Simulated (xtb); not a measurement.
ethylenediamine (C₂H₈N₂), singlet, geometry from GFN2-xTB; GFN0-xTB in xtb.

xtb was given this input:
```
$ xtb mol.xyz --gfn 0 --grad --json

# file mol.xyz
12

N      1.80389178     0.38626777    -0.22442841
C      0.55694421     0.17700189     0.49221348
C     -0.55492179    -0.18446869    -0.49175578
N     -1.75934788    -0.55072401     0.23450925
H      2.55231782     0.59994733     0.42532920
H      1.71475544     1.17096056    -0.86238442
H      0.23886758     1.05364064     1.08495630
H      0.69696335    -0.65910161     1.18080159
H     -0.23414157    -1.04963774    -1.07605929
H     -0.70278446     0.65914184    -1.18994644
H     -2.49325710    -0.81799969    -0.41196303
H     -2.09666295     0.23904307     0.77595401
```

What the program printed (banner, timings and long lists left out):

```
   ID    Z sym.   atoms
    1    7 N      1, 4
    2    6 C      2, 3
    3    1 H      5-12

           -------------------------------------------------
          |                Calculation Setup                |
           -------------------------------------------------

           -------------------------------------------------
          |                 G F N 0 - x T B                 |
           -------------------------------------------------

          ...................................................
          :                      SETUP                      :
          :.................................................:
          :  # basis functions                  32          :
          :  # atomic orbitals                  32          :
          :  # shells                           24          :
          :  # electrons                        26          :
          :  electronic temp.          300.0000000     K    :
          :  accuracy                    1.0000000          :
          :  -> integral cutoff          0.2500000E+02      :
          :  -> integral neglect         0.1000000E-07      :
          ...................................................

         :::::::::::::::::::::::::::::::::::::::::::::::::::::
         ::                     SUMMARY                     ::
         :::::::::::::::::::::::::::::::::::::::::::::::::::::
         :: total energy             -14.538348959061 Eh    ::
         :: gradient norm              0.021602516515 Eh/a0 ::
         :: HOMO-LUMO gap              6.977690163031 eV    ::
         ::.................................................::
         :: H0 energy                -14.558414397163 Eh    ::
         :: repulsion energy           0.185254095015 Eh    ::
         :: electrostat energy        -0.137189112467 Eh    ::
         :: -> Gsolv                   0.000000000000 Eh    ::
         ::    -> Gsasa                0.000000000000 Eh    ::
         ::    -> Gshift               0.000000000000 Eh    ::
         :: dispersion energy         -0.002406209973 Eh    ::
         :: short-range corr.         -0.025593334473 Eh    ::
         :: add. restraining           0.000000000000 Eh    ::
         :: total charge               0.000000000000 e     ::
         :::::::::::::::::::::::::::::::::::::::::::::::::::::

           -------------------------------------------------
          |                Property Printout                |
           -------------------------------------------------

    * Orbital Energies and Occupations

         #    Occupation            Energy/Eh            Energy/eV
      -------------------------------------------------------------
         1        2.0000           -0.6965616             -18.9544
         2        2.0000           -0.6962967             -18.9472
         3        2.0000           -0.6241935             -16.9852
         4        2.0000           -0.6060777             -16.4922
         5        2.0000           -0.5795563             -15.7705
         6        2.0000           -0.5667638             -15.4224
         7        2.0000           -0.5554707             -15.1151
         8        2.0000           -0.5512299             -14.9997
         9        2.0000           -0.5232866             -14.2394
        10        2.0000           -0.5043477             -13.7240
        11        2.0000           -0.4912023             -13.3663
        12        2.0000           -0.4432489             -12.0614
        13        2.0000           -0.4409716             -11.9994 (HOMO)
        14                         -0.1845462              -5.0218 (LUMO)
        15                         -0.1716045              -4.6696
        16                         -0.1503317              -4.0907
        17                         -0.1196141              -3.2549
        18                         -0.1105247              -3.0075
        19                         -0.0826451              -2.2489
        20                         -0.0732753              -1.9939
        21                         -0.0690858              -1.8799
        22                         -0.0222928              -0.6066
        23                          0.0457927               1.2461
        24                          0.0605253               1.6470
       ...                                ...                  ...
        32                          0.3664884               9.9727
      -------------------------------------------------------------
                  HL-Gap            0.2564254 Eh            6.9777 eV
             Fermi-level            0.0000000 Eh            0.0000 eV

     #   Z          covCN         q      C6AA      α(0)
     1   7 N        2.630    -1.131    57.831    11.385
     2   6 C        3.732     0.195    19.700     6.410
     3   6 C        3.732     0.195    19.700     6.410
     4   7 N        2.630    -1.131    57.831    11.385
     5   1 H        0.860     0.392     0.494     1.101
     6   1 H        0.860     0.382     0.514     1.123
     7   1 H        0.922     0.045     2.381     2.413
     8   1 H        0.924     0.117     1.635     2.000
     9   1 H        0.924     0.117     1.635     2.000
    10   1 H        0.922     0.045     2.381     2.413
    11   1 H        0.860     0.392     0.494     1.101
    12   1 H        0.860     0.382     0.514     1.123

 Mol. C6AA /au·bohr⁶  :       1058.621244
 Mol. C8AA /au·bohr⁸  :      22065.293366
 Mol. α(0) /au        :         48.864982

Wiberg/Mayer (AO) data.
largest (>0.10) Wiberg bond orders for each atom

 ---------------------------------------------------------------------------
     #   Z sym  total        # sym  WBO       # sym  WBO       # sym  WBO
 ---------------------------------------------------------------------------
     1   7 N    2.976 --     2 C    0.993     5 H    0.977     6 H    0.977
     2   6 C    3.955 --     3 C    1.009     1 N    0.993     8 H    0.978
                             7 H    0.973
     3   6 C    3.955 --     2 C    1.009     4 N    0.993     9 H    0.978
                            10 H    0.973
     4   7 N    2.976 --     3 C    0.993    11 H    0.977    12 H    0.977
     5   1 H    0.981 --     1 N    0.977
     6   1 H    0.978 --     1 N    0.977
     7   1 H    0.981 --     2 C    0.973
     8   1 H    0.993 --     2 C    0.978
     9   1 H    0.993 --     3 C    0.978
    10   1 H    0.981 --     3 C    0.973
    11   1 H    0.981 --     4 N    0.977
    12   1 H    0.978 --     4 N    0.977
 ---------------------------------------------------------------------------

Topologies differ in total number of bonds
Writing topology from bond orders to xtbtopo.mol

 dipole moment from electron density (au)
     X       Y       Z
  -0.2931   1.0821  -0.0663  total (Debye):    2.854

           -------------------------------------------------
          | TOTAL ENERGY              -14.538348959061 Eh   |
          | GRADIENT NORM               0.021602516515 Eh/α |
          | HOMO-LUMO GAP               6.977690163031 eV   |
           -------------------------------------------------

normal termination of xtb
```
